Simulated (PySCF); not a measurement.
Job for PySCF: R-HF/3-21G on BBr2HO (SMILES OB(Br)Br), a point of a torsion scan.

```python
from pyscf import gto, scf, dft, mp
from pyscf.data.elements import chemcore

mol = gto.M(
    atom='''
    O    -0.85680644   -0.57600450    0.30676544
    B     0.24022972    0.14144788    0.14381155
    Br    0.88402925    0.66624413   -1.56977917
    Br    1.31269458    0.45214541    1.66108170
    H    -1.61217833   -0.56640893   -0.28074726
    ''',
    basis='3-21g',
    charge=0, spin=0, verbose=3, max_memory=1800)
mf = scf.RHF(mol)
mf.conv_tol = 1e-8
mf.max_cycle = 100
mf.kernel()
if not mf.converged:
    mf = mf.newton().run(mf.mo_coeff, mf.mo_occ)
```

Question: Predict the final total energy.

Answer: -5219.7770 hartree.
